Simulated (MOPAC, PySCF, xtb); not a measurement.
Complex: CH4 (SMILES C) (first 5 atoms) with CH3Br (SMILES CBr); geometry from B3LYP-D3(BJ)/def2-TZVP, rigid monomers moved along the line of their centres of mass till C1···H8 is 3.24 Å.
(charge 0, multiplicity 1):
```json
[
 {"atom": "C", "x (Å)": "0.0542", "y (Å)": "0.0564", "z (Å)": "0.1627"},
 {"atom": "H", "x (Å)": "-0.1256", "y (Å)": "-0.5714", "z (Å)": "1.0342"},
 {"atom": "H", "x (Å)": "-0.5792", "y (Å)": "0.9418", "z (Å)": "0.2129"},
 {"atom": "H", "x (Å)": "1.1014", "y (Å)": "0.3571", "z (Å)": "0.1370"},
 {"atom": "H", "x (Å)": "-0.1808", "y (Å)": "-0.5020", "z (Å)": "-0.7425"},
 {"atom": "C", "x (Å)": "0.5766", "y (Å)": "1.1887", "z (Å)": "4.2024"},
 {"atom": "Br", "x (Å)": "-0.0761", "y (Å)": "-0.6011", "z (Å)": "4.6517"},
 {"atom": "H", "x (Å)": "0.6125", "y (Å)": "1.2609", "z (Å)": "3.1215"},
 {"atom": "H", "x (Å)": "1.5637", "y (Å)": "1.2967", "z (Å)": "4.6380"},
 {"atom": "H", "x (Å)": "-0.1190", "y (Å)": "1.9065", "z (Å)": "4.6226"}
]
```

Monomers are frozen at their geometry in the pair; levels with a basis set take the counterpoise correction. Rows marked so take none.

Rows in 6-31G* carry no dispersion term and start afresh at each structure (6-31G* with six Cartesian d functions); the Pople sets are all-electron and without relativity. The state that PM3 reach isn't checked.

Programs: MOPAC for PM3 (differences of heats of formation); PySCF for 6-31G* rows; xtb for the GFN methods. Values without a source in brackets are computed.

**Question.** One of these levels gives -0.2 kJ/mol for the interaction energy. Which one is it?
(A) HF/6-31G* (no counterpoise)
(B) PM3
(C) GFN2-xTB

**Answer.** A, HF/6-31G* (no counterpoise). The others give -1.5 (PM3), -3.6 (GFN2-xTB)
